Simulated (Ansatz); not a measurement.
`Cl[SiH](Cl)C[CH2][GeH3]` + H₂Se → `[GeH3][SeH]` + `CC[SiH](Cl)Cl`  (ligand exchange at a Ge–C bond)

Program: Ansatz. Geometries: PBE0-D4/def2-TZVP. ΔE: electronic, gas phase. CCSD(T)/CBS is the MP2 limit (def2-TZVPP, def2-QZVPP) plus CCSD(T) − MP2 in def2-TZVPP, frozen cores. Functionals use def2-TZVPP. B3LYP here is the variant with VWN-RPA as its local correlation; programs differ in this. HSE06 is defined as in plane-wave codes. For Ge, Se outer-core shells are correlated without core-valence functions, which leaves a few kJ/mol of doubt a bond. Scalar relativity is left out up to krypton. Each species was taken in one conformer, which may not be the lowest.

(1) Is it downhill or uphill in electronic energy at CCSD(T)/CBS, and by how much? (Estimate.)

(2) What do these levels give: PBE-D4, r2SCAN-D4, B3LYP-D4, HSE06-D4, B2PLYP, PBE, B3LYP, HSE06, LC-ωPBE, SCS-MP2/def2-TZVPP, CCSD/def2-TZVPP, CCSD/CBS(def2)? (An estimate is asked.)

Largest T1 diagnostic among the species: 0.010.

Answers

(1) Computed: Downhill: ΔE = -74.8 kJ/mol.

(2) The calculation gave: PBE-D4 -79.5, r2SCAN-D4 -82.5, B3LYP-D4 -80.4, HSE06-D4 -82.1, B2PLYP -84.4, PBE -85.3, B3LYP -89.5, HSE06 -87.4, LC-ωPBE -80.7, SCS-MP2/def2-TZVPP -77.2, CCSD/def2-TZVPP -75.9, CCSD/CBS(def2) -77.1 kJ/mol.

Leaving LDA and LC-ωPBE aside and taking each functional with its dispersion term where it has one, the values, not all of them listed here, spread over 7.1 kJ/mol, from B2PLYP to revPBE-D4. LDA lies +12.5 kJ/mol from PBE without D4. In def2-TZVPP, CCSD(T) changes the Hartree–Fock value by +23.5 kJ/mol (the triples alone add +2.3 kJ/mol) and MP2 by +21.8 kJ/mol. The D4 term adds +9.2 kJ/mol with B3LYP and +5.5 kJ/mol with PBE0; it sums over pairs of atoms, weighted by their polarisabilities, and B3LYP, whose exchange is more repulsive, gets the larger term.
